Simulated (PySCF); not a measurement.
Mapped SMILES: `[CH2:1]=[CH:2]/[C:3]([CH2:4][CH2:5][CH3:6])=[N:7]/[NH2:8]`. Hydrogens are named by the atom that carries them. Ha(C1) is cis to C3; Hb(C1) is trans to C3.

PySCF calculation with GIAO PBE0/pcSseg-1 shieldings and GFN2-xTB geometry; equivalent nuclei averaged, one conformer, no solvent model, relativity neglected.

Referencing at the same level of theory: TMS for 13C (186.93 ppm), 1H (31.72 ppm); 15N (267.73 ppm) against NH3.

| atoms | nucleus | count | Hirshfeld charge | δ (ppm) |
| --- | --- | --- | --- | --- |
| H(C2) | 1H | 1 | 0.04 | 6.59 |
| C4 | 13C | 1 | -0.07 | ? |
| H(C4) | 1H | 2 | 0.04 | ? |
| H(C6) | 1H | 3 | 0.04 | 1.09 |
| H(N8) | 1H | 2 | 0.12 | 5.49 |
| C2 | 13C | 1 | -0.05 | 148.6 |
| C5 | 13C | 1 | -0.07 | ? |
| Hb(C1) | 1H | 1 | 0.04 | 5.31 |
| C3 | 13C | 1 | 0.04 | 146.6 |
| N8 | 15N | 1 | -0.15 | ? |
| Ha(C1) | 1H | 1 | 0.04 | 5.26 |
| C6 | 13C | 1 | -0.12 | ? |
| N7 | 15N | 1 | -0.11 | 382.1 |
| C1 | 13C | 1 | -0.11 | 114.1 |
| H(C5) | 1H | 2 | 0.03 | 1.36 |

Q: Estimate the values marked ?.

A: 
- C4: 27.4 ppm, sp3 CH2; a saturated carbon with 2 carbon neighbours and no heteroatom attached
- C5: 23.4 ppm, sp3 CH2; saturated and bonded to C and H only
- C6: 17.5 ppm, methyl carbon; aliphatic region, no heteroatom directly attached
- H(C4): 2.14 ppm, hydrogen on an sp3 CH2
- N8: 124.4 ppm, nitrogen bonded to O or N

OH and NH positions are those of a molecule without intermolecular hydrogen bonds; in solution they move with solvent, concentration and temperature, and exchange usually removes their couplings. Shifts are as computed. Against solution values, carbons near 30 ppm lie about +3 ppm off and those near 130 ppm about +5 ppm. Of 1211 compounds with measured shifts, 218 miss one by over three times the rms of a fit or turn the order of signals round; such compounds aren't used in these exercises. Experimental scales use liquid or dissolved standards, which lie at an offset from isolated NH3 (liquid NH3: subtract about 20 ppm). Unscaled 15N shifts of sp2 nitrogen come out 20 to 40 ppm too high even then.
